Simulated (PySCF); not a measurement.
**Relaxation of quartet RuNF₂**

All numbers come from UPBE0 in PySCF with Ru def2-TZVP with ECP28, N def2-TZVP, F def2-TZVP; scalar-relativistic core potentials, no spin–orbit coupling; density-fitted integrals. A (50,194) grid was used.

A hand-made trigonal pyramidal start, of Cs symmetry, held to at least that symmetry:

```xyz
4
charge 0 multiplicity 4, angstrom
Ru    0.0000   -0.3008    0.0000
N     1.6785    0.1579    0.0000
F    -0.6186    0.7485   -1.4452
F    -0.6186    0.7485    1.4452
```

Optimiser trace:
```
step  E − E(last) (kJ/mol)  largest gradient (Eh/bohr)
   0                116.06                     0.09054
   1                 42.64                     0.02736
   2                 28.36                     0.01648
   3                 22.32                     0.00915
   4                 10.64                     0.03283
   5                  3.22                     0.00692
   6                  1.73                     0.00870
   7                  0.91                     0.00768
   8                  0.54                     0.00238
   9                  0.32                     0.00150
  10                  0.08                     0.00075
  11                  0.00                     0.00023
  12                  0.00                     0.00008
```

It ends at C2v with Ru–F 1.857 Å (×2), Ru–N 1.637 Å; F–Ru–F 142.2°, F–Ru–N 108.9° (×2). A frequency run shows a minimum. Other isomers or separated fragments may lie lower.

Final geometry:
Z-matrix (Å, degrees; charge 0 multiplicity 4):
```
Ru
N  1 1.6366
F  1 1.8572 2 108.91
F  1 1.8572 2 108.91 3 180.00
```

Other spin states or occupations of the open shell can lie lower. At this level a doublet minimum of C2v symmetry lies 100 kJ/mol below this structure.

The relaxation took 41 s on 4 threads of a shared Arm Neoverse V1 host, with 133 basis functions and 14 gradients; the process peaked at 0.75 GiB. Launch command: `OMP_NUM_THREADS=4 python axn.py task.json out`.
